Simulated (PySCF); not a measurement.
Job file and geometry (Å, from GFN2-xTB) of an NMR shielding run on SMILES C(C#N)[SiH2]C[SiH2]C=O, C4H9NOSi2, GIAO PBE0/pcSseg-1 NMR shielding, non-relativistic, gas phase in PySCF; density fitting, a coarse starting grid and PySCF grid level 2 are the driver's defaults:

```
$ OMP_NUM_THREADS=1 python probes_run.py task.json out

{"job": {"kind": "nmr", "xc": "PBE0", "basis": "pcSseg-1"}, "charge": 0, "multiplicity": 1}
N     -3.506361     0.908268     0.336550
C     -2.929088    -0.080558     0.279211
C     -2.156803    -1.272489     0.207228
Si    -0.355289    -0.889666    -0.409579
C      0.222590     0.454419     0.833465
Si     1.706150     1.479833     0.285062
C      2.551001     0.305116    -0.974837
O      1.980012    -0.671319    -1.399341
H     -2.136921    -1.732288     1.195948
H     -2.643191    -1.967491    -0.476109
H      0.311390    -2.179730    -0.237465
H     -0.541147    -0.389085    -1.769536
H      0.453099    -0.038759     1.779316
H     -0.622520     1.111326     1.041466
H      2.701421     1.763794     1.323752
H      1.384488     2.694614    -0.465607
H      3.574169     0.516048    -1.340900
```

Question: What does the program print?

Answer: 
```
coarse grid: 15320 points
cycle   1  E = -865.9438104409  dE =  8.272e-01  |g| = 8.155e-01  |ddm| = 3.775e+00
cycle   2  E = -865.4991279382  dE =  4.447e-01  |g| = 1.688e+00  |ddm| = 1.907e+00
cycle   3  E = -866.0814162069  dE = -5.823e-01  |g| = 1.662e-01  |ddm| = 1.385e+00
cycle   4  E = -866.0871182339  dE = -5.702e-03  |g| = 6.232e-02  |ddm| = 1.743e-01
cycle   5  E = -866.0880120345  dE = -8.938e-04  |g| = 1.435e-02  |ddm| = 6.184e-02
cycle   6  E = -866.0880598870  dE = -4.785e-05  |g| = 5.473e-03  |ddm| = 1.668e-02
cycle   7  E = -866.0880646899  dE = -4.803e-06  |g| = 2.904e-03  |ddm| = 5.030e-03
final grid: 139232 points
cycle   8  E = -866.1434195225  dE =  1.134e-06  |g| = 1.485e-02  |ddm| = 2.528e-02
cycle   9  E = -866.1432898797  dE =  1.296e-04  |g| = 3.000e-02  |ddm| = 2.715e-02
cycle  10  E = -866.1434604790  dE = -1.706e-04  |g| = 2.436e-03  |ddm| = 1.881e-02
cycle  11  E = -866.1434618697  dE = -1.391e-06  |g| = 5.016e-04  |ddm| = 2.121e-03
cycle  12  E = -866.1434619105  dE = -4.082e-08  |g| = 2.688e-04  |ddm| = 5.397e-04
cycle  13  E = -866.1434619247  dE = -1.417e-08  |g| = 5.089e-05  |ddm| = 1.963e-04
cycle  14  E = -866.1434619253  dE = -5.907e-10  |g| = 1.516e-05  |ddm| = 5.363e-05
converged SCF energy = -866.1434619253

GIAO shielding tensors (ppm)
atom      isotropic    diamagn.    paramagn.     s11        s22        s33       span
  0 N      -25.208     341.110    -366.319   -199.851   -177.002    301.229    501.080
  1 C       61.906     261.758    -199.853    -56.034    -48.725    290.476    346.511
  2 C      182.379     257.430     -75.050    171.424    182.760    192.954     21.530
  3 Si     394.795     880.447    -485.651    361.852    389.105    433.428     71.576
  4 C      204.477     262.049     -57.573    200.785    203.893    208.752      7.966
  5 Si     397.829     881.969    -484.140    346.917    381.318    465.252    118.335
  6 C      -68.339     255.563    -323.902   -218.818    -87.901    101.702    320.520
  7 O     -533.604     405.363    -938.967  -1464.473   -525.794    389.455   1853.928
  8 H       30.421      30.318       0.103     26.573     28.253     36.436      9.864
  9 H       30.231      28.069       2.161     25.116     28.185     37.391     12.275
 10 H       26.677      30.758      -4.081     22.858     25.084     32.090      9.232
 11 H       27.082      31.307      -4.224     23.191     26.443     31.613      8.423
 12 H       31.972      33.646      -1.674     25.884     29.564     40.468     14.584
 13 H       31.009      35.556      -4.547     24.147     29.719     39.160     15.012
 14 H       27.135      29.294      -2.159     23.369     25.258     32.779      9.410
 15 H       27.215      29.742      -2.527     23.843     25.615     32.187      8.345
 16 H       19.648      26.558      -6.909     14.384     20.334     24.227      9.842
```

Question: Turn these shieldings into chemical shifts. δ = σ(ref) − σ, references computed at the same level: NH3 for 15N (σref 267.73); 13C (σref 186.93), 29Si (σref 349.16), 1H (σref 31.72) vs TMS; H2O for 17O (σref 336.08).

Answer: Averaging equivalent atoms: N 0: 292.9; C 6: 255.3; C 1: 125.0; C 2: 4.5; C 4: -17.6; Si 3: -45.6; Si 5: -48.7; O 7: 869.7; H 16: 12.07; H 10/11: 4.84; H 14/15: 4.54; H 8/9: 1.39; H 12/13: 0.23 ppm. Unscaled 17O shifts of doubly bonded oxygen tend to come out too high, by tens of ppm or more. Experimental scales use liquid or dissolved standards, which lie at an offset from isolated NH3 (liquid NH3: subtract about 20 ppm) and H2O (liquid H2O: subtract about 36 ppm). Unscaled 15N shifts of sp2 nitrogen come out 20 to 40 ppm too high even then.

Size and cost of the density-fitted run: 195 basis functions, 97 s wall time on 1 thread of an Intel Xeon, shared host; peak memory 0.86 GiB.
